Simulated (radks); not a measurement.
Sb+, configuration [Kr] 4d10 5s2 5p(up 2, down 0).

Method: scalar-relativistic Kohn-Sham, r2SCAN, spin-polarised, spherical densities, finite nucleus; meta-GGA in the generalised Kohn-Sham scheme; Fermi nuclear charge, rms radius 4.6802 fm; computed with a radial shooting solver on a logarithmic mesh with Libxc functionals.

Energy parts (hartree):
| part | energy |
|---|---|
| total | -6481.87278 |
| kinetic | 6779.33651 |
| electron-nucleus | -15660.63178 |
| Hartree | 2569.90451 |
| exchange-correlation | -170.48202 |

Orbitals (lengths in bohr, moments of r in powers of bohr; r(max) is where P^2 peaks; r(90%) holds 90 % of the orbital's charge):
orbital  occ.  eigenvalue (hartree)  r(90%)   <1/r>   r(max)      <r^4>
1s up       1             -1116.019  0.0511   54.32  0.01835  3.131e-06
1s down     1             -1116.016  0.0511   54.32  0.01835  3.131e-06
2s up       1             -170.6793   0.189   12.43   0.1036  0.0005401
2s down     1             -170.6792   0.189   12.43   0.1036  0.0005401
2p up       3             -153.1481   0.174   11.91  0.08307  0.0003898
2p down     3             -153.1464   0.174   11.91  0.08307  0.0003898
3s up       1             -33.95018   0.485   4.437   0.2995    0.02360
3s down     1             -33.94876   0.485   4.437   0.2995    0.02359
3p up       3             -28.19517   0.493   4.216   0.2931    0.02498
3p down     3             -28.19322   0.493   4.216   0.2931    0.02497
3d up       5             -19.42939   0.480   3.976   0.2447    0.02253
3d down     5             -19.42743   0.480   3.976   0.2447    0.02253
4s up       1              -5.92504    1.14   1.750   0.7235     0.7462
4s down     1              -5.92033    1.14   1.749   0.7238     0.7467
4p up       3              -4.15562    1.25   1.595   0.7628      1.066
4p down     3              -4.15165    1.25   1.594   0.7631      1.061
4d up       5              -1.57735    1.59   1.292   0.8462      2.870
4d down     5              -1.56954    1.58   1.297   0.8462      2.723
5s up       1              -0.80419    3.20  0.5887    1.895      44.48
5s down     1              -0.72708    3.14  0.6027    1.869      42.02
5p up       2              -0.47554    3.89  0.4804    2.255      97.69
5p down     0              -0.38497    3.76  0.4961    2.222      85.19

The highest occupied level is 5p up at -12.940 eV. The density falls to 0.001 e/bohr^3 at r = 4.25 bohr. The electron density at the nucleus is 2.15e+05 e/bohr^3 (large components only). Spin moment in Bohr magnetons: 2.
